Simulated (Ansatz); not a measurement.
`C[Si](O)(O)[SiH3]` + ethylene → `C=C[Si](O)(O)[SiH3]` + CH₄  (formal exchange of groups at the Si–C bond)

Computed with Ansatz on PBE0-D4/def2-TZVP structures; ΔE is electronic, products minus reactants. CCSD(T)/CBS is the MP2 limit (def2-TZVPP, def2-QZVPP) plus CCSD(T) − MP2 in def2-TZVPP, frozen cores. This one scheme is used for every species. DFT in def2-TZVPP. B3LYP here is the variant with VWN-RPA as its local correlation; programs differ in this. Each species was taken in one conformer, which may not be the lowest.

`C[Si](O)(O)[SiH3]`:

Cartesian coordinates in Å:
```
C 0.888 0.871 1.313
Si 0.365 0.081 -0.285
O 1.540 -1.039 -0.594
O 0.236 1.182 -1.509
Si -1.759 -0.917 -0.215
H 1.883 1.316 1.212
H 0.935 0.130 2.114
H 0.189 1.656 1.609
H 1.432 -1.579 -1.378
H 0.988 1.755 -1.673
H -2.835 0.095 -0.028
H -1.835 -1.888 0.912
H -2.026 -1.661 -1.478
```

`C=C`:

Z-matrix (Å, degrees):
```
C
C 1 1.323
H 1 1.085 2 121.7
H 1 1.085 2 121.7 3 -180.0
H 2 1.085 1 121.7 3 -0.0
H 2 1.085 1 121.7 3 -180.0
```

`C=C[Si](O)(O)[SiH3]`:

Cartesian coordinates in Å:
```
C -2.198 -1.008 -0.427
C -0.965 -0.766 -0.865
Si 0.430 -0.270 0.249
O -0.189 -0.422 1.771
O 1.755 -1.224 0.008
Si 1.224 1.901 -0.146
H -2.446 -0.932 0.627
H -3.005 -1.292 -1.098
H -0.768 -0.850 -1.933
H 0.362 -0.134 2.500
H 1.610 -2.172 0.002
H 2.314 2.245 0.809
H 1.753 2.037 -1.531
H 0.124 2.888 0.035
```

CH₄:

```xyz
5

C     0.000    0.000    0.000
H     0.088   -0.425   -1.000
H     0.315   -0.738    0.737
H    -1.037    0.280    0.186
H     0.634    0.883    0.076
```

(1) Is it downhill or uphill in electronic energy at CCSD(T)/CBS, and by how much? (Best estimate.)

(2) What do these levels give: PBE0-D4, B3LYP-D4, ωB97M-V, B2PLYP, CCSD(T)/def2-TZVPP, HF/CBS(def2)? (Best estimate.)

Largest T1 diagnostic among the species: 0.013.

Results:

(1) Computed: Downhill: ΔE = -8.3 kJ/mol.

(2) Ansatz gave: PBE0-D4 -9.2, B3LYP-D4 -11.1, ωB97M-V -7.5, B2PLYP -8.7, CCSD(T)/def2-TZVPP -9.0, HF/CBS(def2) -5.6 kJ/mol.

The D4 term adds −4.1 kJ/mol with B3LYP and −2.4 kJ/mol with PBE0; it sums over pairs of atoms, weighted by their polarisabilities, and B3LYP, whose exchange is more repulsive, gets the larger term. In def2-TZVPP, CCSD(T) changes the Hartree–Fock value by −3.2 kJ/mol (the triples alone add −1.5 kJ/mol) and MP2 by −5.2 kJ/mol.
